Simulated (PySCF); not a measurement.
**[Ce(NH3)3]3+: from a saddle point downhill**

PySCF 2.14.0, RKS PBE0, Ce lcecp-1-SVP with ECP47, N def2-SVP, H def2-SVP; non-relativistic Hamiltonian with scalar-relativistic core potentials where named; density fitting; no spin-orbit coupling. Relaxed within the symmetry of its start, the geometry (C3h) is

```xyz
13

Ce    0.0000    0.0000    0.0000
N     2.5405    0.0010    0.0000
H     2.9890   -0.4674    0.8080
H     2.9890   -0.4674   -0.8080
H     2.9894    0.9341    0.0000
N    -1.2711    2.1996    0.0000
H    -1.0897    2.8222    0.8080
H    -1.0897    2.8222   -0.8080
H    -2.3037    2.1219    0.0000
N    -1.2694   -2.2006    0.0000
H    -1.8993   -2.3548    0.8080
H    -1.8993   -2.3548   -0.8080
H    -0.6858   -3.0560    0.0000
```

and its lowest harmonic modes are -46, -44, -44, -38, 81, 81 cm⁻¹ (negative: unstable). It was moved along the lowest mode and relaxed again, within the group C3 that the move left.

(1) Where does it end, and how much lower?

(2) How do the contacts change?

(3) Is the end a minimum?

An lcecp potential fixes the number of 4f electrons, so in runs with it no electron can move into or out of that shell.

State: singlet in the valence, with the 4f electrons in the core potential.

Answers

(1) In C3, 0.029 eV lower, after 18 steps:
```xyz
13

Ce    0.0000    0.0000    0.7514
N     2.4220   -0.0008    0.0059
H     3.1048   -0.2563    0.7427
H     2.6658   -0.6504   -0.7630
H     2.7879    0.9056   -0.3363
N    -1.2103    2.0979    0.0059
H    -1.3304    2.8170    0.7427
H    -0.7696    2.6339   -0.7630
H    -2.1782    1.9616   -0.3363
N    -1.2117   -2.0971    0.0059
H    -1.7744   -2.5607    0.7427
H    -1.8962   -1.9834   -0.7630
H    -0.6097   -2.8672   -0.3363
```

(2) 
```csv
contact,saddle (Å),end (Å)
Ce1–N2 (NH3),2.540,2.534
Ce1–N6 (NH3),2.540,2.534
Ce1–N10 (NH3),2.540,2.534
```


(3) Yes, as far as the noise of the softest modes lets one tell (those above −25 cm⁻¹ count as noise); lowest modes 19, 19, 19, 47, 71, 71 cm⁻¹.
